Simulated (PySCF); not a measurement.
Molfile (atoms numbered from 1):
```
C4H5B
     RDKit          3D

 10  9  0  0  0  0  0  0  0  0999 V2000
   -1.0980   -1.3140    0.5280 B   0  0  0  0  0  0  0  0  0  0  0  0
   -1.2059    0.2241    0.5557 C   0  0  0  0  0  0  0  0  0  0  0  0
   -0.1474    1.0639    0.4038 C   0  0  0  0  0  0  0  0  0  0  0  0
    1.2058    0.6869    0.1985 C   0  0  0  0  0  0  0  0  0  0  0  0
    2.3805    0.4340    0.0210 C   0  0  0  0  0  0  0  0  0  0  0  0
   -0.0252   -1.8436    0.3645 H   0  0  0  0  0  0  0  0  0  0  0  0
   -2.0841   -1.9990    0.6695 H   0  0  0  0  0  0  0  0  0  0  0  0
   -2.1747    0.7144    0.7040 H   0  0  0  0  0  0  0  0  0  0  0  0
   -0.3101    2.1501    0.4362 H   0  0  0  0  0  0  0  0  0  0  0  0
    3.4150    0.1905   -0.1355 H   0  0  0  0  0  0  0  0  0  0  0  0
  1  2  1  0
  2  3  2  0
  3  4  1  0
  4  5  3  0
  1  6  1  0
  1  7  1  0
  2  8  1  0
  3  9  1  0
  5 10  1  0
M  END
```

PySCF 2.14.0 with density-fitted response routines calculation with PBE0-D3(BJ)/def2-SVP geometry and NMR shieldings at PBE0/pcSseg-1/GIAO; non-relativistic, one conformer, one averaged value for each set of equivalent atoms, isolated molecule.

References, each an isolated molecule treated in the same way: TMS for 13C and 1H; BF3·OEt2 for 11B.

| atoms | nucleus | count | δ (ppm) |
| --- | --- | --- | --- |
| C3 | 13C | 1 | ? |
| B1 | 11B | 1 | 70.1 |
| H8 | 1H | 1 | ? |
| H9 | 1H | 1 | 6.89 |
| H6/H7 | 1H | 2 | 7.04 |
| C4 | 13C | 1 | 85.1 |
| H10 | 1H | 1 | ? |
| C2 | 13C | 1 | 155.3 |
| C5 | 13C | 1 | 104.8 |

Question: Estimate the values marked ?.

Answer: 
- C3: 150.7 ppm, alkene CH; an sp2 carbon of a C=C bond
- H8: 7.46 ppm, hydrogen on an alkene CH; attached to an sp2 carbon and in the plane of the double bond
- H10: 4.02 ppm, hydrogen on a terminal alkyne carbon

Hydrogens on boron are broadened and split by 11B (spin 3/2, 80 %) and 10B (spin 3). A carbon bonded to boron is broadened by the quadrupolar boron nucleus and is often missing from a measured spectrum. Shifts are as computed. Against solution values, carbons near 30 ppm lie about +2 ppm off and those near 130 ppm about +5 ppm. Of 1211 compounds with measured shifts, 218 miss one by over three times the rms of a fit or turn the order of signals round; such compounds aren't used in these exercises.
